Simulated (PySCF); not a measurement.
Species: C₆H₇F.
Z-matrix (Å and degrees, GFN2-xTB geometry), rows numbered from 1:
```
F 
C   1  1.3596
C   2  1.5309  1  119.96
C   3  1.5192  2   84.69  1   153.39
C   4  1.5207  3  107.19  2    36.70
C   5  1.5192  4  107.19  3     0.00
C   4  1.5012  3   92.45  2   -22.14
H   3  1.0897  2  116.98  1   -87.14
H   3  1.0874  2  112.19  1    41.65
H   4  1.0759  3  126.43  2  -165.41
H   5  1.0759  4  122.46  7  -118.46
H   6  1.0897  2  116.99  1    87.13
H   6  1.0874  2  112.19  1   -41.65
H   7  1.0709  2  133.42  1    -0.01
```

Probes without a nucleus sit at each ring's centroid and 1 Å off its mean plane on both sides; NICS is minus the shielding there, NICSzz its component along the normal. Level: GIAO PBE0/pcSseg-1 (PySCF, non-relativistic, gas phase) on the GFN2-xTB geometry, one conformer.

Ring bond lengths (Å), with Mayer bond orders in brackets: C2–C3 1.531 (0.98), C3–C4 1.519 (0.97), C4–C7 1.501 (0.88), C7–C2 1.554 (0.90); C2–C6 1.531 (0.98), C6–C5 1.519 (0.97), C5–C7 1.501 (0.88), C7–C2 1.554 (0.90); C4–C5 1.521 (0.93), C5–C7 1.501 (0.88), C7–C4 1.501 (0.88).

Task: Give the NICS values of each ring in ppm.

Result: 
```json
{"ring": "C2–C3–C4–C7", "type": "4-membered carbocycle; formal bonds all single", "NICS(0)": "-11.2", "NICS(1), two faces": "-0.4 / -13.2", "NICS(1)zz, two faces": "2.1 / -8.3", "rms pucker (Å)": "0.15", "centre to ring atoms, mean (Å)": "1.07"}
{"ring": "C2–C6–C5–C7", "type": "4-membered carbocycle; formal bonds all single", "NICS(0)": "-11.2", "NICS(1), two faces": "-13.2 / -0.4", "NICS(1)zz, two faces": "-8.3 / 2.1", "rms pucker (Å)": "0.15", "centre to ring atoms, mean (Å)": "1.07"}
{"ring": "C4–C5–C7", "type": "3-membered carbocycle; formal bonds all single", "NICS(0)": "-41.9", "NICS(1), two faces": "-12.1 / -10.0", "NICS(1)zz, two faces": "-32.1 / -27.4", "rms pucker (Å)": "0.00", "centre to ring atoms, mean (Å)": "0.87"}
```

Task: What do they say, and how far can they be read as aromaticity?

Result: 
- C2–C3–C4–C7: mean NICS(1)zz -3.1 ppm, shielded. C2, C3, C4, C7 have four or more neighbours; no verdict on aromaticity is drawn. The two faces differ by 10.4 ppm, so no symmetry operation interchanges them.
- C2–C6–C5–C7: mean NICS(1)zz -3.1 ppm, shielded. C2, C5, C6, C7 have four or more neighbours, so the value isn't read as a sign of a π ring current. The two faces differ by 10.4 ppm, so no symmetry operation interchanges them.
- C4–C5–C7: mean NICS(1)zz -29.8 ppm, shielded. C4, C5, C7 have four or more neighbours, so the value isn't read as a sign of a π ring current. The two faces differ by 4.7 ppm, so no symmetry operation interchanges them. NICS(0) lies 31 ppm below the mean NICS(1).
